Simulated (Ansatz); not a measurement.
CH$_{5}$ClGeSi (`Cl[SiH]1[CH2][GeH2]1`), relaxed with RKS PBE-D4/def2-SVP in Ansatz from a rough embedded geometry. The force threshold is 0.03 eV/Å; the program also tests the step.

The species carries charge 0 and has multiplicity 1.

Start:

```xyz
9

Cl    1.198   -2.133    1.327
Si   -0.257   -0.695    1.033
C     0.387    0.814    0.309
Ge   -0.315   -0.012   -1.275
H    -1.616   -0.716    1.625
H    -0.192    1.758    0.574
H     1.498    0.945    0.302
H    -1.603    0.637   -1.777
H     0.900   -0.598   -2.117
```

Question: By how much does the energy fall, and how many steps does the optimiser take? (An estimate is asked.)

Answer: Ansatz gave: 62.91 kJ/mol, in 9 steps, 1 of them rejected.

Question: Which bonds change most? (An estimate is asked.)

Answer: Computed: C3–Ge4 from 1.919 to 2.046 Å; Si2–C3 from 1.794 to 1.885 Å; Si2–Ge4 from 2.408 to 2.318 Å; Ge4–H9 from 1.590 to 1.543 Å.

Question: Give the relaxed structure. (Best estimate.)

Answer: Computed: 
```xyz
9

Cl    1.089   -2.191    1.586
Si   -0.279   -0.781    0.895
C     0.403    0.887    0.339
Ge   -0.323   -0.077   -1.313
H    -1.501   -0.784    1.763
H    -0.110    1.806    0.678
H     1.501    1.012    0.326
H    -1.568    0.574   -1.956
H     0.788   -0.446   -2.318
```
